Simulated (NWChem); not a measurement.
# hydrogen bromide (HBr); SMILES Br

```xyz
2

Br     0.0000     0.0000     0.0493
H      0.0000     0.0000    -1.3730
```
Atoms are numbered in this order, from 1.

Level: PBE0/def2-SVP (NWChem), optimised geometry, unscaled harmonic frequencies. This build's default masses of Se (78.918 u) and Br (79.917 u) are each other's, which moves their modes by up to 0.6 %.

Question: List the harmonic frequencies with IR intensities, and the thermochemistry.

Answer: 
```tsv
frequency (cm⁻¹)	IR intensity (km/mol)
2688	9.6
```

```json
{
  "zero_point_energy": "3.8 kcal/mol",
  "thermal correction to the enthalpy at 298.15 K (with zero-point energy)": "5.9 kcal/mol",
  "heat capacity Cv": "5.0 cal/(mol K)",
  "entropy at 298.15 K and 1 atm (symmetry number 1)": "47.4 cal/(mol K)",
  "dipole_moment": "1.08 D"
}
```

Rigid rotor and harmonic oscillator.
